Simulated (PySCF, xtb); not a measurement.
C3H8FNSi, SMILES N(=C\[SiH2]F)/CC.

GFN2-xTB (xtb) at its own geometry gives an orbital gap of 2.90 eV and a dipole moment of 1.51 D.

Geometry: PBE0-D3(BJ)/def2-SVP. The structure was generated by enumeration; whether it is a known compound was not checked. Other conformers were not sampled.

Task: What does HF/def2-TZVP (PySCF) give? (Estimate from the structure and the level; the computed values follow.)

Result: gap 13.70 eV (levels -10.95 and 2.75 eV), dipole 1.90 D.
